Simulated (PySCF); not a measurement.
# A small calculation by hand: chemical shift, span and skew from a shielding tensor

B(OH)2(OMe) (CH₅BO₃), SMILES OB(OC)O. Atoms are numbered in the order given.

```xyz
10

B      0.0414     0.5113     0.0000
O      0.8030     1.6505     0.0000
H      0.3050     2.4736     0.0000
O     -1.3345     0.4870     0.0000
H     -1.7635     1.3484     0.0000
O      0.7158    -0.6670     0.0000
C      0.0342    -1.9008     0.0000
H     -0.6065    -2.0156     0.8915
H      0.7840    -2.7061     0.0000
H     -0.6065    -2.0156    -0.8915
```
Charge 0, spin multiplicity 1.

Coordinates come from a B3LYP-D3(BJ)/def2-SVP optimisation. The values are those of a single conformer.

GIAO shieldings from PBE0/pcSseg-1 (PySCF), non-relativistic, no solvent. The symmetric part of the tensor of C7 has the principal values 106.4, 106.7, 180.5 ppm. The same nucleus in TMS has σ = 186.3 ppm at this level (PySCF, at its B3LYP-D3(BJ)/def2-TZVP geometry).

### Question
Work out the isotropic shielding, the ¹³C shift against TMS, the span and the skew.

### Answer

σ(iso) = (σ11 + σ22 + σ33)/3 = 131.2 ppm. δ = σ(ref) − σ(iso) = 186.3 − (131.2) = 55.1 ppm.
Span Ω = σ33 − σ11 = 74.1 ppm. Skew κ = 3(σ(iso) − σ22)/Ω = 0.99, an axial tensor. Tumbling in solution averages the tensor to δ; in a static solid the shielding alone would spread this spin-1/2 line over Ω.
